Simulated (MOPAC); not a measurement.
MOPAC input (MNDO):

```
MNDO 1SCF GEO-OK AUX(PRECISION=9) THREADS=1
AgF

Ag   -0.00000000 1   -0.00000000 1   -0.32092593 1
F     0.00000000 1    0.00000000 1    1.67594652 1
```

From its output:

```
          Parameters for some elements are missing

           Empirical Formula: Ag F  =     2 atoms

 ******************************************************************************
 *                                                                            *
 *     Error and normal termination messages reported in this calculation     *
 *                                                                            *
 * Parameters for some elements are missing                                   *
 * JOB ENDED NORMALLY                                                         *
 *                                                                            *
 ******************************************************************************

 == MOPAC DONE ==
```

The program refused the input.

The geometry given is a B3LYP-D3(BJ)/def2-TZVP minimum.
